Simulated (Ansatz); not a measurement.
**Reading a saddle point**

A first-order saddle point of SiH3Cl3, closed shell, PBE0-D4/def2-TZVP, with one imaginary mode of 829i cm⁻¹:

```
7
angstrom
Si -0.3632 0.1017 -0.2407
Cl 2.0094 -0.3063 -0.6258
Cl -0.9249 -1.7989 -0.6269
Cl -1.9432 0.9451 0.8099
H -0.2443 1.0553 -1.3441
H 1.1151 -0.0782 0.7618
H 0.3511 0.0813 1.2657
```

Program: Ansatz 0.2.0. Basis: def2-TZVPP and def2-QZVPP. Cores are frozen in the correlated methods. Extrapolation: Hartree–Fock as exp(−7.88 √X), correlation as X^−2.97.

(1) Which contacts change along the imaginary mode, and what lies on either side? (A judgement: the text doesn't fix the answer.)

(2) Which side is lower, and how far does the saddle lie above each? (To be estimated.)

No T1 diagnostic of these runs exceeds 0.011.

## Answers

(1) The calculation gives: The step is SiHCl₃ ([Cl][SiH]([Cl])[Cl]) + H₂ → SiH₂Cl₂ ([Cl][SiH2][Cl]) + HCl, with the molecules in contact on both sides. Shortening one way: Si1–H7, Cl2–H6; lengthening the same way: Si1–Cl2, H6–H7.
```
   pair  one side (Å)  saddle (Å)  other side (Å)
 Si1–H7          3.84        1.67            1.47
 Cl2–H6          3.53        1.67            1.28
Si1–Cl2          2.03        2.44            3.73
  H6–H7          0.75        0.93            3.31
```

(2) By the calculation: The side with Si1–Cl2, H6–H7 short is lower by 16.65 kcal/mol; the saddle lies 57.40 kcal/mol above it and 40.76 kcal/mol above the other (CCSD(T) at an estimated basis limit (MP2 extrapolated from triple and quadruple zeta, plus CCSD(T) − MP2 in triple zeta); electronic energies).

Labels in which every atom is bracketed show which atoms are joined, not bond orders.

For scale, one of the runs: CCSD(T)/def2-TZVPP, 210 basis functions, launched by `ansatz run in.yaml --threads 4 --pin off --events-out ev --progress --plain --max-ram 9574MiB`. The run took 47 s on 4 CPU threads of an Arm Neoverse V2 (shared host), with 2.5 GiB of host memory at its peak.
